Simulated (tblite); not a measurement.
C6H7N2 (doublet state).
Atom-mapped SMILES: `[H]/[N:8]=[C:7]1/[C@H:4]([C:3]#[C:2][CH3:1])[NH:5][CH:6]1` (hydrogens: H9, H10, H11 on C1; H12 on C4; H13 on N5; H14 on C6; H15 on N8)

A start from a force field or distance geometry was refined with GFN2-xTB geometry optimisation, gas phase in tblite. Values at the start:

| coordinate | start |
| --- | --- |
| C1–C2 | 1.475 Å |
| C1–H9 | 1.094 Å |
| C2≡C3 | 1.190 Å |
| C3–C4 | 1.454 Å |
| C4–N5 | 1.474 Å |
| C4–C7 | 1.527 Å |
| C4–H12 | 1.109 Å |
| N5–C6 | 1.466 Å |
| N5–H13 | 1.015 Å |
| C6–C7 | 1.446 Å |
| C6–H14 | 1.071 Å |
| C7=N8 | 1.280 Å |
| N8–H15 | 1.034 Å |
| C1–C2–C3 | 178.6° |
| C2–C3–C4 | 178.7° |
| C3–C4–N5 | 111.1° |
| C4–N5–C6 | 93.1° |
| C4–C7–C6 | 91.7° |
| C4–C7–N8 | 132.7° |
| N5–C6–C7 | 89.3° |
| C6–C7–N8 | 135.6° |
| C3–C4–N5–C6 | -119° |
| C3–C4–C7–C6 | 114° |
| C4–N5–C6–C7 | 3° |
| N5–C6–C7–N8 | 177° |

Q: How do these coordinates change at the GFN2-xTB level?

A: 
```tsv
coordinate	GFN2-xTB (Å or °)	change
N5–C6	1.376	-0.090
C6–C7	1.413	-0.033
C1–C2	1.445	-0.030
N8–H15	1.017	-0.017
C4–H12	1.093	-0.016
C3–C4	1.440	-0.014
C4–C7	1.540	+0.013
C2≡C3	1.200	+0.010
C4–N5	1.479	+0.005
N5–H13	1.010	-0.005
C7=N8	1.276	-0.004
C1–H9	1.090	-0.004
C6–H14	1.073	+0.002
C6–C7–N8	142.3	+6.7
N5–C6–C7	94.5	+5.2
C4–C7–C6	87.9	-3.8
C3–C4–N5	114.7	+3.6
C4–C7–N8	129.8	-2.9
C2–C3–C4	176.7	-2.0
C4–N5–C6	91.8	-1.3
C1–C2–C3	178.1	-0.5
N5–C6–C7–N8	-176	+7
C4–N5–C6–C7	-5	-8
C3–C4–N5–C6	-112	+7
C3–C4–C7–C6	111	-3
```

The energy falls by 11.4 kcal/mol over 61 L-BFGS steps, the largest force on an atom goes from 3.26 to 0.009 eV/Å, and the atoms move by 0.154 Å rms after alignment. The bond that changes most is N5–C6 (ends: nitrogen bonded to 2 C and H; carbon bonded to C, N and H), which shortens by 0.090 Å. Bonds longer at the end by more than 0.005 Å: 3 of 15; shorter: 7. Among the dihedrals that turn most is H12–C4–N5–H13, from -133° to -101°. Rotational constants go from 4253, 1194, 1019 to 4150, 1224, 1035 MHz.

Hardware: one thread, Arm Neoverse V1 (aarch64), no GPU, on a shared host. Cost: 0.34 s of wall time.

GFN2-xTB frequencies show an imaginary mode (26i cm⁻¹), so the point is no minimum at that level. 2 starts were optimised and ended at 0.00 and 0.89 kcal/mol (GFN2-xTB); the lowest of these is shown.

These are computed values.
